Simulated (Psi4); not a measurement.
C3H4N, charge +1, singlet, at a GFN2-xTB geometry, atoms displaced at random by about 0.08 Å a coordinate; Psi4 1.11 with PBE0/STO-3G, gradient.

Input for Psi4:
```
memory 2 GB

molecule {
1 1
C    -0.12691395   -1.56297494   -0.11237618
C     0.70470136   -0.55268161    0.06135972
C     0.08983377    0.74021207    0.07012503
H    -1.24275782   -1.80243790    0.09562087
H     0.49846714   -2.63613950    0.11979720
H     1.77775113   -0.56673811    0.09654058
N    -0.36497087    1.71405436   -0.11152071
H    -0.79285806    2.80966600   -0.12614841
symmetry c1
no_reorient
no_com
}

set {
  basis sto-3g
}

gradient('pbe0')
print_variables()
```

What the program printed (banner, timings and long lists left out):

```
gradient() will perform analytic gradient computation.

   => Loading Basis Set <=

    Name: STO-3G
    Role: ORBITAL
    Keyword: BASIS

         ---------------------------------------------------------
                                   SCF
               by Justin Turney, Rob Parrish, Andy Simmonett
                          and Daniel G. A. Smith
                              RKS Reference
         ---------------------------------------------------------

  ==> Geometry <==

    Molecular point group: c1
    Full point group: C1

    Geometry (in Angstrom), charge = 1, multiplicity = 1:

       Center              X                  Y                   Z               Mass
    ------------   -----------------  -----------------  -----------------  -----------------
         C           -0.126913950000    -1.562974940000    -0.112376180000    12.000000000000
         C            0.704701360000    -0.552681610000     0.061359720000    12.000000000000
         C            0.089833770000     0.740212070000     0.070125030000    12.000000000000
         H           -1.242757820000    -1.802437900000     0.095620870000     1.007825032230
         H            0.498467140000    -2.636139500000     0.119797200000     1.007825032230
         H            1.777751130000    -0.566738110000     0.096540580000     1.007825032230
         N           -0.364970870000     1.714054360000    -0.111520710000    14.003074004430
         H           -0.792858060000     2.809666000000    -0.126148410000     1.007825032230

  Running in c1 symmetry.

  Rotational constants: A =      1.36115  B =      0.16627  C =      0.14895 [cm^-1]
  Rotational constants: A =  40806.17006  B =   4984.61908  C =   4465.55111 [MHz]
  Nuclear repulsion =   98.195771170340521

  Charge       = 1
  Multiplicity = 1
  Electrons    = 28
  Nalpha       = 14
  Nbeta        = 14

  ==> Algorithm <==

  SCF Algorithm Type is DF.
  DIIS enabled.
  MOM disabled.
  Fractional occupation disabled.
  Guess Type is SAD.
  Energy threshold   = 1.00e-08
  Density threshold  = 1.00e-08
  Integral threshold = 1.00e-12

  ==> Primary Basis <==

  Basis Set: STO-3G
    Blend: STO-3G
    Number of shells: 16
    Number of basis functions: 24
    Number of Cartesian functions: 24
    Spherical Harmonics?: true
    Max angular momentum: 1

  ==> DFT Potential <==

   => LibXC <=

    Version 7.1.2
[...]
  @DF-RKS Final Energy:  -168.75329528154657
    Total Energy =                       -168.7532952815465705
[...]
    Max angular momentum: 4

  ==> DFT Potential <==

   => LibXC <=

    Version 7.1.2
    S. Lehtola, C. Steigemann, M. J. T. Oliveira, and M. A. L. Marques,  SoftwareX 7, 1–5 (2018) (10.1016/j.softx.2017.11.002)

   => Composite Functional: PBE0 <=

    PBE0 Hyb-GGA Exchange-Correlation Functional

    C. Adamo and V. Barone,  J. Chem. Phys. 110, 6158 (1999) (10.1063/1.478522)
    M. Ernzerhof and G. E. Scuseria,  J. Chem. Phys. 110, 5029 (1999) (10.1063/1.478401)

    Deriv               =              1
    GGA                 =           TRUE
    Meta                =          FALSE

    Exchange Hybrid     =           TRUE
    MP2 Hybrid          =          FALSE

   => Exchange Functionals <=

    0.7500   Perdew, Burke & Ernzerhof

   => Exact (HF) Exchange <=

    0.2500               HF

   => Correlation Functionals <=

    1.0000   Perdew, Burke & Ernzerhof

   => LibXC Density Thresholds  <==

    XC_HYB_GGA_XC_PBEH:  1.00E-15

   => Molecular Quadrature <=

    Radial Scheme          =       TREUTLER
    Pruning Scheme         =           NONE
    Nuclear Scheme         =       TREUTLER

    Blocking Scheme        =         OCTREE
    BS radius alpha        =              1
    Pruning alpha          =              1
    Radial Points          =             75
    Spherical Points       =            302
    Total Points           =         171121
    Total Blocks           =           1356
    Max Points             =            256
    Max Functions          =             23
    Weights Tolerance      =       1.00E-15

  -Total Gradient:
     Atom            X                  Y                   Z
    ------   -----------------  -----------------  -----------------
       1       -0.008079959226     0.158591836272    -0.062652613800
       2        0.021717248346    -0.042566627863     0.003304892907
       3       -0.144089675134     0.278761388209    -0.037320750451
       4       -0.031134630902    -0.030454554971     0.021379455378
       5        0.042207615051    -0.064410951238     0.032869691728
       6       -0.022998692476     0.004153583267    -0.002034893956
       7        0.170173362229    -0.382559808132     0.043539586756
       8       -0.027783884327     0.078479699695     0.000914040470

  Variable Map:
  ----------------------------------------------------------------------------
[...]
  Array Variable Map:
  ----------------------------------------------------------------------------
[...]
[...]
```
